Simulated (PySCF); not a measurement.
Group charges in `C=C[C@H]([SiH3])OC(=O)OC`

Compound: C5H10O3Si.
Atom-mapped SMILES: `[CH2:1]=[CH:2][C@H:3]([SiH3:4])[O:5][C:6](=[O:7])[O:8][CH3:9]` (hydrogens: H10, H11 on C1; H12 on C2; H13 on C3; H14, H15, H16 on Si4; H17, H18, H19 on C9)

Geometry (GFN2-xTB, Å), atoms numbered from 1 in this order:
```xyz
19
C5H10O3Si angstrom
C     -3.025    0.399    1.439
C     -2.025   -0.325    0.969
C     -0.931    0.206    0.115
Si    -1.382    0.123   -1.758
O      0.235   -0.620    0.316
C      1.401   -0.047    0.082
O      1.573    1.076   -0.306
O      2.375   -0.925    0.348
C      3.697   -0.441    0.157
H     -3.812   -0.037    2.027
H     -3.095    1.458    1.249
H     -1.959   -1.385    1.164
H     -0.679    1.234    0.392
H     -1.633   -1.283   -2.071
H     -2.583    0.938   -1.933
H     -0.259    0.630   -2.538
H      4.355   -1.262    0.432
H      3.854   -0.155   -0.885
H      3.882    0.427    0.793
```

Atomic charges (e) from the PBE0/pcSseg-1 density (PySCF):

```tsv
atom	Mulliken	IAO	Hirshfeld	ESP-fitted
C1	-0.1331	-0.3259	-0.0994	-0.4850
C2	-0.2048	-0.1364	-0.0447	-0.1479
C3	-0.1837	-0.1787	-0.0327	+0.2380
Si4	+0.5295	+0.6024	+0.3061	+0.2516
O5	-0.4502	-0.3316	-0.1008	-0.5694
C6	+0.7150	+0.6598	+0.2622	+1.0771
O7	-0.4604	-0.5162	-0.2708	-0.6415
O8	-0.4558	-0.3373	-0.1160	-0.3928
C9	-0.0340	-0.2084	-0.0323	-0.1579
H10	+0.1238	+0.1590	+0.0511	+0.2014
H11	+0.1117	+0.1469	+0.0479	+0.1941
H12	+0.1221	+0.1610	+0.0496	+0.1740
H13	+0.1658	+0.1641	+0.0420	+0.0864
H14	-0.0716	-0.1109	-0.0733	-0.0600
H15	-0.0825	-0.1139	-0.0725	-0.0704
H16	-0.0605	-0.1025	-0.0713	-0.0546
H17	+0.1307	+0.1653	+0.0579	+0.1412
H18	+0.1188	+0.1515	+0.0484	+0.1078
H19	+0.1194	+0.1519	+0.0483	+0.1080
```

Problem. Cut each of the bonds C1–C2, C2–C3, Si4–C3, O5–C3, C6–O5, O8–C6 and C9–O8 in turn and sum the charges on the side of the atom named first.

Solution. In e; the other side holds the opposite charge:

```
bond cut   piece  atoms  Mulliken     IAO  Hirshfeld  ESP-fitted
   C1–C2     CH2      3    +0.102  -0.020      0.000      -0.089
   C2–C3    C2H3      5    +0.020  +0.005     +0.004      -0.063
  Si4–C3    SiH3      4    +0.315  +0.275     +0.089      +0.067
   O5–C3  C2H3O3      8    -0.316  -0.265     -0.103      -0.328
   C6–O5  C2H3O2      7    +0.134  +0.067     -0.002      +0.242
   O8–C6    CH3O      5    -0.121  -0.077     +0.006      -0.194
   C9–O8     CH3      4    +0.335  +0.260     +0.122      +0.199
```

Extremes among these pieces. Mulliken: lowest C2H3O3 at O5, highest CH3 at C9; IAO: lowest C2H3O3 at O5, highest SiH3 at Si4; Hirshfeld: lowest C2H3O3 at O5, highest CH3 at C9; ESP-fitted: lowest C2H3O3 at O5, highest C2H3O2 at C6.

Problem. Do the schemes agree better on the pieces than on the single atoms at the cuts?

Solution. The spread between schemes averages 0.201 e for the pieces and 0.385 e for the atoms named first; it is smaller for the piece at 6 of the 7 cuts. On average they agree better on the pieces. The sign differs between schemes (beyond ±0.03 e) for CH2 at C1.

One conformer (not necessarily the lowest) at the GFN2-xTB geometry, without solvent, vibrations or thermal averaging.
